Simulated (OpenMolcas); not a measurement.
## Cr3+: moving or changing the point charges

Cr3+ among 5 point charges of -2 e arranged as a trigonal bipyramid (D3h), 1.93 Å from the ion, with the axial distance 2.142 Å.
```
   1.9300    0.0000    0.0000  -2.00
  -0.9650    1.6714    0.0000  -2.00
  -0.9650   -1.6714    0.0000  -2.00
   0.0000    0.0000    2.1423  -2.00
   0.0000    0.0000   -2.1423  -2.00
```

| Property | Result |
| --- | --- |
| Program | OpenMolcas |
| Method | CASSCF |
| Basis | ANO-RCC-VTZP [6s5p3d2f1g] |
| Scalar Hamiltonian | DKH2, point nucleus |
| Active space | 3 electrons in 5 orbitals (3d) |
| State averaging | 2S+1 = 4 even, 10 roots; 2S+1 = 2 even, 40 roots |
| Spin-orbit coupling | RASSI with atomic mean-field integrals over the reference wave functions |

Runs around this geometry, states (labels of D3, the rotations of D3h). Energies in cm-1 above the lowest state or level, χT in cm3 K/mol.

```tsv
R (Å)	q (e)	Axial / equatorial distance	Ground state	First state of that spin	First gap with spin-orbit (degeneracies)	χT at 300 K	First state of another spin
1.93	-1.3	1.11	4E	4E 1680	154.0 (2, 2)	1.227	2E 18603
1.8	-2	1.11	4E	4E 3349	169.6 (2, 2)	1.306	2E 18852
1.93	-2	1.11	4E	4E 2472	164.8 (2, 2)	1.274	2E 18764
2.07	-2	1.11	4E	4E 1802	156.3 (2, 2)	1.237	2E 18636
1.93	-2	1.2	4E	4A1 2117	157.7 (2, 2)	1.260	2A1 18369
```

Taking the first state of the same spin as R^-n, n = -ln(1802 / 3349) / ln(2.07 / 1.8) = 4.4 between the shortest and longest distance.

Scaling the charges by -1.3 / -2 = 0.65 scales the first state of the same spin by 1680 / 2472 = 0.68; with fixed orbitals a first-order splitting would follow the charge.

An orbital doublet at a regular site is open to a Jahn-Teller distortion, which this geometry leaves out. Without dynamic correlation the repulsion within the d shell is too large (B by tens of per cent), so at a given field states of lower spin stand too high. The ground term spreads over less than 5000 cm-1, several times less than with real ligands, so orbital moments are less quenched and χT lies further from the spin-only value than at real sites (holds for R = 1.93, q = -1.3, ratio = 1.11; R = 1.93, q = -2, ratio = 1.11; R = 2.07, q = -2, ratio = 1.11; R = 1.93, q = -2, ratio = 1.2). This is an electrostatic model: the charges have no orbitals. No measured value stands beside these numbers.
